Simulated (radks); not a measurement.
Spherical quantum dot in the effective-mass picture: electrons in a hard-walled sphere of radius 4.14, with a point charge +2 (a donor) at the centre, all in effective atomic units (hartree* = m*/eps^2 hartree, bohr* = eps/m* bohr), one dielectric constant everywhere. Method: non-relativistic Kohn-Sham, PBE, spin-polarised, spherical densities; computed with a radial shooting solver with Libxc functionals. Levels are named by radial order and angular momentum (1s, 1p, 1d, 2s, ...), and open shells are averaged over m. Results are scaled to m* = 0.033 and eps = 13.4, for which hartree* = 5.001 meV and bohr* = 21.49 nm.

N = 17, configuration 1s2 1p6 1d(up 5, down 2) 2s2. This is the lowest configuration that the search found. Occupied and some empty levels:

level    occupation  eigenvalue (meV)  <r> (nm)
1s up             1            23.744     41.89
1s down           1            23.851     39.52
1p up             3            25.100     60.52
1p down           3            25.306     60.33
2s up             1            25.706     38.86
2s down           1            25.810     41.01
1d up             5            26.507     63.14
1d down           2            26.724     63.06
1f up             0            28.378     65.07
1f down           0            28.602     65.03
1g up             0            30.687     66.65
1g down           0            30.914     66.62
2p up             0            31.392     44.46
2p down           0            31.492     44.29

Energy (meV): total 201.542, kinetic 80.322, external -90.060, Hartree 244.70, exchange-correlation -33.422.
